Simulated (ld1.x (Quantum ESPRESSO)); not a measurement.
# Nb (Z = 41): TM pseudisation with PBE, scalar-relativistic reference atom.

Input for ld1.x (Quantum ESPRESSO) 7.5:

```
&input
   title='Nb', zed=41., rel=1, dft='PBE', iswitch=3,
   config='[Kr] 4d4 5s1 5p0',
   nld=3, rlderiv=3.90, eminld=-2.0, emaxld=5.0, deld=0.02
 /
 &inputp
   pseudotype=2, tm=.true., lloc=0,
   nlcc=.false.,
   file_pseudopw='Nb.UPF', file_wfcaegen='ae.wfc', file_wfcncgen='nc.wfc', file_beta='beta', file_chi='chi'
 /
3
5P  2  1   0.00   0.00  3.60  3.60  0.0
4D  3  2   4.00   0.00  2.05  2.05  0.0
5S  1  0   1.00   0.00  3.15  3.15  0.0
 &test
   configts(1)='4d4 5s1 5p0'
 /
```

Command:

```bash
ld1.x < Nb.in > Nb.out
```

Resulting log (shortened: banner, matrices, multipoles, cross overlaps and the repeated all-electron block are left out):

```
Program LD1 v.7.5
     --------------------------- All-electron run ----------------------------

     Nb
     scalar relativistic calculation

     atomic number is 41.00
     dft =PBE   lsd =0 sic =0 latt =0  beta=0.20 tr2=1.0E-14
     Exchange-correlation= PBE
                           (   1   4   3   4   0   0   0)
     mesh =1227 r(mesh) = 100.62774 a.u. xmin = -7.00 dx = 0.01250
     1 Ry =  13.60569312 eV, c = 137.03599908

     n l     nl                  e(Ry)          e(Ha)          e(eV)
     1 0     1S 1( 2.00)     -1382.4059      -691.2029    -18808.5898
     2 0     2S 1( 2.00)      -193.3636       -96.6818     -2630.8458
     2 1     2P 1( 6.00)      -172.6539       -86.3269     -2349.0758
     3 0     3S 1( 2.00)       -32.2625       -16.1312      -438.9531
     3 1     3P 1( 6.00)       -25.4924       -12.7462      -346.8419
     4 0     4S 1( 2.00)        -4.2918        -2.1459       -58.3934
     4 1     4P 1( 6.00)        -2.5372        -1.2686       -34.5207
     3 2     3D 1(10.00)       -14.4271        -7.2136      -196.2913
     4 2     4D 1( 4.00)        -0.2234        -0.1117        -3.0401
     5 0     5S 1( 1.00)        -0.2927        -0.1463        -3.9817
     5 1     5P 1( 0.00)        -0.0816        -0.0408        -1.1108

     final scf error:  2.7E-15 reached in  33 iterations

     Etot =   -7639.229153 Ry,   -3819.614576 Ha, -103937.007546 eV

     Ekin =    7865.606760 Ry,    3932.803380 Ha,  107017.031802 eV
     Encl =  -18404.451792 Ry,   -9202.225896 Ha, -250405.323176 eV
     Eh   =    3136.952470 Ry,    1568.476235 Ha,   42680.412646 eV
     Exc  =    -237.336591 Ry,    -118.668295 Ha,   -3229.128818 eV

     normalization and overlap integrals

     s(1S/1S) =  1.000000  <r> =   0.0361  <r2> =    0.0018  r(max) =   0.0235
     s(2S/2S) =  1.000000  <r> =   0.1580  <r2> =    0.0294  r(max) =   0.1335
     s(2P/2P) =  1.000000  <r> =   0.1377  <r2> =    0.0232  r(max) =   0.1066
     s(3S/3S) =  1.000000  <r> =   0.4432  <r2> =    0.2251  r(max) =   0.3961
     s(3P/3P) =  1.000000  <r> =   0.4458  <r2> =    0.2314  r(max) =   0.3912
     s(4S/4S) =  1.000000  <r> =   1.1592  <r2> =    1.5246  r(max) =   1.0371
     s(4P/4P) =  1.000000  <r> =   1.3033  <r2> =    1.9519  r(max) =   1.1179
     s(3D/3D) =  1.000000  <r> =   0.4330  <r2> =    0.2261  r(max) =   0.3325
     s(4D/4D) =  1.000000  <r> =   2.2153  <r2> =    6.2771  r(max) =   1.4902
     s(5S/5S) =  1.000000  <r> =   3.7295  <r2> =   16.0135  r(max) =   3.0769
     s(5P/5P) =  1.000000  <r> =   5.4740  <r2> =   35.3447  r(max) =   4.2585

     ------------------------ End of All-electron run ------------------------

     --------------------- Generating NC pseudopotential ---------------------

      Generating local pot.: lloc=0, matching radius rcloc =   3.1500

      Wfc   5P  rcut= 3.620  Using Troullier-Martins method

      Wfc   4D  rcut= 2.037  Using Troullier-Martins method

     ------------------- End of pseudopotential generation -------------------

     Computing logarithmic derivative in   3.87753
     Computing logarithmic derivative in   3.87753
     Computing the partial wave expansion
       no projector for channel:   0
     R is outside the sphere for l=    1 j= 0.00
     R is outside the sphere for l=    2 j= 0.00

     ---------------------- Testing the pseudopotential ----------------------

     Nb
     scalar relativistic calculation

     atomic number is 41.00   valence charge is  5.00
     dft =PBE   lsd =0 sic =0 latt =0  beta=0.20 tr2=1.0E-14
     mesh =1227 r(mesh) = 100.62774 xmin = -7.00 dx = 0.01250

     n l     nl             e AE (Ry)        e PS (Ry)    De AE-PS (Ry)
     3 2     4D   1( 4.00)       -0.22345       -0.22345       -0.00000
     1 0     5S   1( 1.00)       -0.29265       -0.29265        0.00000
     2 1     5P   1( 0.00)       -0.08164       -0.08164       -0.00000

     eps = 8.3E-15  iter = 32

     Etot =   -7639.229153 Ry,   -3819.614576 Ha, -103937.007546 eV
     Etotps =    -9.607496 Ry,      -4.803748 Ha,    -130.716643 eV

     Ekin =      12.080026 Ry,       6.040013 Ha,     164.357125 eV
     Encl =     -15.235903 Ry,      -7.617951 Ha,    -207.295017 eV
     Ehrt =       9.188244 Ry,       4.594122 Ha,     125.012426 eV
     Ecxc =      -2.622910 Ry,      -1.311455 Ha,     -35.686508 eV
     Epseu=     -13.016953 Ry,      -6.508477 Ha,    -177.104670 eV

     ---------------------- End of pseudopotential test ----------------------
```

Generation and configuration tests took about 1.7 s on one core of a shared server CPU.

Transferability test of the new file with ld1.x, input:

```
&input
   title='Nb', zed=41., rel=1, dft='PBE', iswitch=2,
   config='[Kr] 4d4 5s1 5p0'
 /
 &test
   file_pseudo='Nb.UPF', nconf=8,
   configts(1)='4d4 5s1 5p0',
   configts(2)='4d4 5s0 5p0',
   configts(3)='4d3 5s0 5p0',
   configts(4)='4d2 5s0 5p0',
   configts(5)='4d4.5 5s0.5 5p0',
   configts(6)='4d4 5s0.5 5p0',
   configts(7)='4d3 5s1 5p1',
   configts(8)='4d1 5s0 5p0'
 /
```

```bash
ld1.x < Nb.test.in > Nb.test.out
```

Pseudopotential blocks of its output, shortened (energy terms left out):

```
     ---------------------- Testing the pseudopotential ----------------------

     n l     nl             e AE (Ry)        e PS (Ry)    De AE-PS (Ry)
     3 2     4D   1( 4.00)       -0.22345       -0.22345       -0.00000
     1 0     5S   1( 1.00)       -0.29265       -0.29265        0.00000
     2 1     5P   1( 0.00)       -0.08164       -0.08164       -0.00000

     eps = 3.6E-15  iter = 33

     Etot =   -7639.229153 Ry,   -3819.614576 Ha, -103937.007546 eV
     Etotps =    -9.607496 Ry,      -4.803748 Ha,    -130.716642 eV

     ---------------------- End of pseudopotential test ----------------------

          ---------------------- Testing the pseudopotential ----------------------

     n l     nl             e AE (Ry)        e PS (Ry)    De AE-PS (Ry)
     3 2     4D   1( 4.00)       -0.68415       -0.68008       -0.00407
     1 0     5S   1( 0.00)       -0.69244       -0.68711       -0.00532  !
     2 1     5P   1( 0.00)       -0.42277       -0.41944       -0.00333

     eps = 8.7E-15  iter =  8

     Etot =   -7638.741336 Ry,   -3819.370668 Ha, -103930.370459 eV
     Etotps =    -9.121293 Ry,      -4.560647 Ha,    -124.101519 eV
     dEtot_ae =       0.487817 Ry
     dEtot_ps =       0.486203 Ry,   Delta E=       0.001614 Ry

     ---------------------- End of pseudopotential test ----------------------

          ---------------------- Testing the pseudopotential ----------------------

     n l     nl             e AE (Ry)        e PS (Ry)    De AE-PS (Ry)
     3 2     4D   1( 3.00)       -1.40379       -1.40773        0.00394
     1 0     5S   1( 0.00)       -1.24362       -1.23105       -0.01257  !
     2 1     5P   1( 0.00)       -0.89815       -0.88614       -0.01201  !

     eps = 3.5E-16  iter =  9

     Etot =   -7637.709395 Ry,   -3818.854697 Ha, -103916.330190 eV
     Etotps =    -8.089915 Ry,      -4.044957 Ha,    -110.068901 eV
     dEtot_ae =       1.519758 Ry
     dEtot_ps =       1.517581 Ry,   Delta E=       0.002177 Ry

     ---------------------- End of pseudopotential test ----------------------

          ---------------------- Testing the pseudopotential ----------------------

     n l     nl             e AE (Ry)        e PS (Ry)    De AE-PS (Ry)
     3 2     4D   1( 2.00)       -2.24874       -2.25451        0.00577  !
     1 0     5S   1( 0.00)       -1.87832       -1.85863       -0.01969  !
     2 1     5P   1( 0.00)       -1.46106       -1.43861       -0.02246  !

     eps = 1.3E-16  iter =  9

     Etot =   -7635.892190 Ry,   -3817.946095 Ha, -103891.605858 eV
     Etotps =    -6.266150 Ry,      -3.133075 Ha,     -85.255320 eV
     dEtot_ae =       3.336963 Ry
     dEtot_ps =       3.341346 Ry,   Delta E=      -0.004383 Ry

     ---------------------- End of pseudopotential test ----------------------

          ---------------------- Testing the pseudopotential ----------------------

     n l     nl             e AE (Ry)        e PS (Ry)    De AE-PS (Ry)
     3 2     4D   1( 4.50)       -0.17735       -0.17544       -0.00191
     1 0     5S   1( 0.50)       -0.27163       -0.27225        0.00062
     2 1     5P   1( 0.00)       -0.07193       -0.07284        0.00091

     eps = 2.0E-15  iter = 35

     Etot =   -7639.188137 Ry,   -3819.594068 Ha, -103936.449497 eV
     Etotps =    -9.565750 Ry,      -4.782875 Ha,    -130.148659 eV
     dEtot_ae =       0.041016 Ry
     dEtot_ps =       0.041746 Ry,   Delta E=      -0.000730 Ry

     ---------------------- End of pseudopotential test ----------------------

          ---------------------- Testing the pseudopotential ----------------------

     n l     nl             e AE (Ry)        e PS (Ry)    De AE-PS (Ry)
     3 2     4D   1( 4.00)       -0.44328       -0.44202       -0.00126
     1 0     5S   1( 0.50)       -0.48563       -0.48439       -0.00124
     2 1     5P   1( 0.00)       -0.24426       -0.24369       -0.00057

     eps = 3.0E-15  iter = 26

     Etot =   -7639.035245 Ry,   -3819.517623 Ha, -103934.369304 eV
     Etotps =    -9.413776 Ry,      -4.706888 Ha,    -128.080942 eV
     dEtot_ae =       0.193907 Ry
     dEtot_ps =       0.193720 Ry,   Delta E=       0.000187 Ry

     ---------------------- End of pseudopotential test ----------------------

          ---------------------- Testing the pseudopotential ----------------------

     n l     nl             e AE (Ry)        e PS (Ry)    De AE-PS (Ry)
     3 2     4D   1( 3.00)       -0.42590       -0.43484        0.00894  !
     1 0     5S   1( 1.00)       -0.40176       -0.40216        0.00040
     2 1     5P   1( 1.00)       -0.15257       -0.15137       -0.00120

     eps = 6.1E-15  iter = 34

     Etot =   -7639.024018 Ry,   -3819.512009 Ha, -103934.216552 eV
     Etotps =    -9.397837 Ry,      -4.698919 Ha,    -127.864089 eV
     dEtot_ae =       0.205134 Ry
     dEtot_ps =       0.209659 Ry,   Delta E=      -0.004525 Ry

     ---------------------- End of pseudopotential test ----------------------

          ---------------------- Testing the pseudopotential ----------------------

     n l     nl             e AE (Ry)        e PS (Ry)    De AE-PS (Ry)
     3 2     4D   1( 1.00)       -3.19116       -3.15484       -0.03632  !
     1 0     5S   1( 0.00)       -2.57904       -2.54152       -0.03751  !
     2 1     5P   1( 0.00)       -2.09353       -2.05063       -0.04290  !

     eps = 9.7E-15  iter = 11

     Etot =   -7633.179652 Ry,   -3816.589826 Ha, -103854.699896 eV
     Etotps =    -3.562523 Ry,      -1.781261 Ha,     -48.470594 eV
     dEtot_ae =       6.049501 Ry
     dEtot_ps =       6.044973 Ry,   Delta E=       0.004528 Ry

     ---------------------- End of pseudopotential test ----------------------
```
